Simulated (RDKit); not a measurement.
RDKit input (UFF):

```python
from rdkit import Chem
from rdkit.Chem import AllChem, rdDetermineBonds

mol = Chem.MolFromXYZFile('mol.xyz')
rdDetermineBonds.DetermineBonds(mol, charge=-1)
print('SMILES', Chem.MolToSmiles(Chem.RemoveHs(mol)))
ff = AllChem.UFFGetMoleculeForceField(mol)
e0 = ff.CalcEnergy()
flag = ff.Minimize(maxIts=5000, forceTol=1e-5)
print(f'energy {e0:.4f} -> {ff.CalcEnergy():.4f} kcal/mol, converged: {flag == 0}')
print(Chem.MolToXYZBlock(mol))
```
mol.xyz:
```
10

C      1.58589300    -0.66338600    -0.41105000
Ge    -0.03736800     0.39962300     0.34010800
C     -1.46433600    -0.78256400    -0.60614600
H      1.48232400    -0.88894400    -1.47828900
H      1.68701100    -1.61171200     0.12934200
H      2.51543100    -0.10156800    -0.26693500
H     -0.00485200     1.51803300    -0.85145500
H     -1.20863500    -0.99408400    -1.65040700
H     -1.55937500    -1.73855500    -0.07830100
H     -2.44547800    -0.29540000    -0.58424200
```

Output:

```
SMILES [CH3][GeH-][CH3]
energy 18.1602 -> -0.6601 kcal/mol, converged: True
10

C      1.641875   -0.674590   -0.402004
Ge    -0.008151    0.293350   -0.054728
C     -1.519875   -0.798575   -0.604714
H      1.716501   -0.899481   -1.485755
H      1.641652   -1.623045    0.173392
H      2.507089   -0.053326   -0.092223
H     -0.008164    1.615516   -0.863201
H     -1.437939   -1.023179   -1.687997
H     -1.519053   -1.746990   -0.029252
H     -2.463320   -0.248236   -0.410892
```

The dipole moment of an ion depends on the origin.

The geometry given is a B3LYP-D3(BJ)/def2-TZVP minimum.
